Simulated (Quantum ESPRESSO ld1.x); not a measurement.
As XXX, 4 electrons, occupied as [He] 2s2. Calculated with ld1.x of Quantum ESPRESSO 7.5: Dirac Kohn-Sham, PBEsol, spin-unpolarised, spherical densities, point nucleus.

Spin-orbit splittings of the eigenvalues, e(l+1/2) - e(l-1/2), with zeta = 2 splitting/(2l+1) and mean radii in bohr:

| shell | occ. | splitting (eV) | zeta (eV) | <r> j=l-1/2 | <r> j=l+1/2 |
|---|---|---|---|---|---|
| 2p | 0 | 45.94 | 30.63 | 0.1576 | 0.1607 |
| 3d | 0 | 3.819 | 1.528 | 0.3468 | 0.3483 |
